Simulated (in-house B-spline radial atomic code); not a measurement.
As is squeezed into an impenetrable sphere of radius R (the orbitals vanish at R). Method: non-relativistic r2SCAN, spin-polarised, spherical fractional occupations, point nucleus. Calculated with a radial B-spline atomic code at the basis-set limit.

Energies in eV above the free atom in [Ar] 3d10 4s2 4p3:

```csv
R (bohr),highest level (eV),[Ar] 3d10 4s2 4p3,[Ne] 3s2 3p5 3d10 4s2 4p3 4f1,[Ar] 3d10 4s1 4p3 4f1
7.27,-6.19,0.08503,151.5,21.94
6.44,-5.97,0.2681,153.7,24.16
5.25,-4.97,1.418,159.2,29.73
4.35,-2.69,5.178,167.9,38.98
3.56,2.54,16.94,187,58.62
2.96,12,44.02,223.9,94.96
2.42,31.7,112.6,308.6,174.9
2.34,36.5,130.8,330.2,194.8
1.79,102,409.1,645.5,480.1
1.37,255,1198,1496,1236
```

Does [Ne] 3s2 3p5 3d10 4s2 4p3 4f1 fall below [Ar] 3d10 4s2 4p3 under compression?

No, it stays above over the whole range.

Does [Ar] 3d10 4s1 4p3 4f1 fall below [Ar] 3d10 4s2 4p3 under compression?

No, it stays above over the whole range.

The highest level is first positive in the row R = 3.56 bohr, pushed up by confinement above the zero of the free ion's potential. Each configuration is held fixed and needn't be the lowest in the sphere.
